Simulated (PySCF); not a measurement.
A GIAO shielding run with PySCF 2.14.0 with density-fitted response routines (density fitting, non-relativistic, gas phase) on SMILES C[C@@H](OC=O)O[Si@H](C)N, C4H11NO3Si:

```
$ OMP_NUM_THREADS=1 python probes_run.py task.json out

{"job": {"kind": "nmr", "xc": "PBE0", "basis": "pcSseg-1"}, "charge": 0, "multiplicity": 1}
C      2.057811     1.645571     0.221226
C      1.206160     0.496833    -0.294789
O      2.079736    -0.635227    -0.465241
C      1.643057    -1.635875    -1.200184
O      0.617399    -1.702430    -1.812409
O      0.229722     0.148388     0.598313
Si    -1.388349     0.352349     0.418543
C     -2.099672    -0.807233     1.736710
N     -1.789266     0.071910    -1.231784
H      2.849064     1.871656    -0.487136
H      2.492734     1.364425     1.176049
H      1.424507     2.516944     0.356276
H      0.773376     0.736111    -1.277091
H      2.400652    -2.439221    -1.186993
H     -1.718924     1.762762     0.658925
H     -3.173521    -0.669904     1.812011
H     -1.673732    -0.619402     2.716430
H     -1.916416    -1.850310     1.493106
H     -2.753042     0.050412    -1.519730
H     -1.266443    -0.647081    -1.715268
```

Hardware: 1 thread of an Arm Neoverse V1, shared host. The job also computes population analyses, field gradients.

Problem. How large is the calculation?

Solution. 80 electrons, 215 basis functions and 1134 auxiliary functions.

Problem. How long does it take, and how much memory does it need?

Solution. 58 s of wall time, with 14 SCF cycles and 5 response iterations; peak memory 1 GiB. Times on a shared host scatter by some tens of per cent.
